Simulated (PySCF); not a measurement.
disiloxane anion (H₆OSi₂), SMILES O([SiH3])[SiH3] (connectivity only; charge and spin as stated), charge -1, multiplicity 2. Geometry: PBE0-D3(BJ)/def2-SVPD. The multiplicity is an assumed one; other spin states were not compared.

Method: PBE0-D3(BJ)/def2-SVPD in PySCF.

Harmonic wavenumbers (cm⁻¹): 141, 155, 258, 479, 540, 631, 673, 714, 801, 902, 927, 948, 958, 968, 986, 1605, 1771, 2047, 2106, 2150, 2164. Rotational constants (GHz): 23.19, 3.427, 3.181; symmetry number 1.

Question: Work out the zero-point energy and the ideal-gas rigid-rotor harmonic-oscillator thermochemistry at 298.15 K and 1 atm.

Answer: ZPE = ½ Σ hcν = ½ × 21924 cm⁻¹ = 31.34 kcal/mol. H − E(el) = 35.55 kcal/mol. Entropy in cal/(mol K): translation 38.99, rotation 24.66, vibration 10.31, spin 1.38, total 75.33. G − E(el) = 13.10 kcal/mol. Cp = 22.01 cal/(mol K). Modes under 150 cm⁻¹ make the vibrational entropy uncertain.
